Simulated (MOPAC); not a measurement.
Job for MOPAC: PM7 on GeH2O (SMILES [OH][GeH]), a point of a torsion scan.

```
PM7 1SCF PRECISE CHARGE=0 THREADS=1
GeH2O

O     -0.81739093 1     0.23214080 1     0.29861014 1
Ge     0.72616682 1     0.74178242 1    -0.39529870 1
H     -1.38698320 1    -0.42103921 1    -0.10008617 1
H      1.36482577 1     1.07997411 1     1.09991284 1
```

The log:

```
*******************************************************************************
 **                                                                           **
 **                              MOPAC v23.2.5                                **
 **                                                                           **
 *******************************************************************************
 ** MOPAC's Digital Object Identifier: https://doi.org/10.5281/zenodo.6511958 **
 **                                                                           **
 ** Please cite the open-source release paper for use of this MOPAC version:  **
 ** J. E. Moussa and J. J. P. Stewart (2026)                                  **
 ** MOPAC: An open-source semiempirical molecular orbital program             **
 ** J. Open Source Softw., 11(119), 8025, https://doi.org/10.21105/joss.08025 **
 *******************************************************************************

                              PM7 CALCULATION RESULTS

 *******************************************************************************
 *  PM7        - The PM7 Hamiltonian to be used
 *
 *
 *
 *                 CHARGE ON SYSTEM = 0
 *
 *
 *
 *  PRECISE    - TIGHTER CRITERIA TO BE USED
 *  1SCF       - DO 1 SCF AND THEN STOP
 *  THREADS=1  - MULTI-THREADING NOT USED
 *  T=         - A TIME OF 172800.0 SECONDS REQUESTED
 *  DUMP=N     - RESTART FILE WRITTEN EVERY 7200.0 SECONDS REQUESTED
 *******************************************************************************
PM7 1SCF PRECISE CHARGE=0 THREADS=1
 GeH2O

   ATOM   CHEMICAL          X               Y               Z
  NUMBER   SYMBOL      (ANGSTROMS)     (ANGSTROMS)     (ANGSTROMS)

     1       O         -0.81739093  *   0.23214080  *   0.29861014  *
     2      Ge          0.72616682  *   0.74178242  *  -0.39529870  *
     3       H         -1.38698320  *  -0.42103921  *  -0.10008617  *
     4       H          1.36482577  *   1.07997411  *   1.09991284  *



          CARTESIAN COORDINATES

    NO.       ATOM           X           Y           Z

     1         O         -0.8174      0.2321      0.2986
     2        Ge          0.7262      0.7418     -0.3953
     3         H         -1.3870     -0.4210     -0.1001
     4         H          1.3648      1.0800      1.0999

 General Reference for PM7:
 "Optimization of Parameters for Semiempirical Methods VI: More Modifications to the
 NDDO Approximations and Re-optimization of Parameters", J. J. P. Stewart, J. Mol. Mod., 1:32, 19 (2013)
 https://link.springer.com/article/10.1007/s00894-012-1667-x

           Empirical Formula: H2 O Ge  =     4 atoms



      MOLECULAR POINT GROUP   :   C1


      RHF CALCULATION, NO. OF DOUBLY OCCUPIED LEVELS = 6


 -------------------------------------------------------------------------------
 PM7 1SCF PRECISE CHARGE=0 THREADS=1
 GeH2O



     1SCF WAS SPECIFIED, SO BFGS WAS NOT USED
     SCF FIELD WAS ACHIEVED


                              PM7 CALCULATION
                                                       MOPAC v23.2.5 Linux




          FINAL HEAT OF FORMATION =         -8.13400 KCAL/MOL =     -34.03265 KJ/MOL


          COSMO AREA              =         86.62 SQUARE ANGSTROMS
          COSMO VOLUME            =         72.60 CUBIC ANGSTROMS

          IONIZATION POTENTIAL    =          8.157507 EV
          HOMO LUMO ENERGIES (EV) =         -8.158 -0.943
          NO. OF FILLED LEVELS    =          6
          MOLECULAR WEIGHT        =         90.6052         POINT GROUP:  C1

          MOLECULAR DIMENSIONS (Angstroms)

            Atom       Atom       Distance
            H     4    H     3     3.35641
           Ge     2    O     1     1.25417
            H     3    O     1     0.27341


          SCF CALCULATIONS        =          1





   ATOM   CHEMICAL          X               Y               Z
  NUMBER   SYMBOL      (ANGSTROMS)     (ANGSTROMS)     (ANGSTROMS)

     1       O         -0.81739093  *   0.23214080  *   0.29861014  *
     2      Ge          0.72616682  *   0.74178242  *  -0.39529870  *
     3       H         -1.38698320  *  -0.42103921  *  -0.10008617  *
     4       H          1.36482577  *   1.07997411  *   1.09991284  *

                             CARTESIAN COORDINATES

   1    O       -0.817390930     0.232140800     0.298610140
   2   Ge        0.726166820     0.741782420    -0.395298700
   3    H       -1.386983200    -0.421039210    -0.100086170
   4    H        1.364825770     1.079974110     1.099912840


           Empirical Formula: H2 O Ge  =     4 atoms



      MOLECULAR POINT GROUP   :   C1


                  EIGENVALUES
 -26.61769 -17.85247 -14.38561 -11.75643 -11.27320  -8.15751  -0.94252   0.99547
   2.62017   6.71127


              NET ATOMIC CHARGES AND DIPOLE CONTRIBUTIONS

  ATOM NO.   TYPE          CHARGE      No. of ELECS.   s-Pop       p-Pop
    1          O          -0.856579        6.8566     1.74180     5.11478
    2         Ge           0.500676        3.4993     1.80137     1.69796
    3          H           0.357709        0.6423     0.64229
    4          H          -0.001806        1.0018     1.00181
 DIPOLE           X         Y         Z       TOTAL
 POINT-CHG.     2.714     0.096    -2.361     3.599
 HYBRID        -0.816    -0.308     1.469     1.709
 SUM            1.898    -0.212    -0.892     2.108


          ATOMIC ORBITAL ELECTRON POPULATIONS

     Atom    s        px        py        pz
    1  O   1.74180   1.62060   1.65235   1.84183
    2 Ge   1.80137   0.40064   0.19091   1.10641
    3  H   0.64229
    4  H   1.00181

 **********************
 *                    *
 * JOB ENDED NORMALLY *
 *                    *
 **********************




 == MOPAC DONE ==
```

The run finished.

Cost: around 0.04 core-seconds (rough).
